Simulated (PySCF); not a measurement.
## Si²⁺: ionisation energy

Si²⁺ [Ne] 3s2 (1S) → Si³⁺ [Ne] 3s1 (2S), as a difference of total energies. Computed with PySCF 2.14 in aug-cc-pV(Q+d)Z (7s6p5d3f2g, 89 functions), with the non-relativistic Hamiltonian (point nucleus). Correlated levels: valence: [Ne] frozen. The calculations carry no spin-orbit coupling.

```json
{"method": "UHF", "ionisation energy (eV)": "31.957", "error (eV)": "-1.536"}
{"method": "MP2 (valence)", "ionisation energy (eV)": "32.863", "error (eV)": "-0.630"}
{"method": "SCS-MP2 (valence)", "ionisation energy (eV)": "33.044", "error (eV)": "-0.449"}
{"method": "CCSD (valence)", "ionisation energy (eV)": "33.196", "error (eV)": "-0.297"}
```

Reference: 33.493 eV (measured; NIST Atomic Spectra Database, ionization energies).

Errors of the correlated levels include the incompleteness of this basis and the frozen core.

With two correlated electrons CCSD is exact in that space.
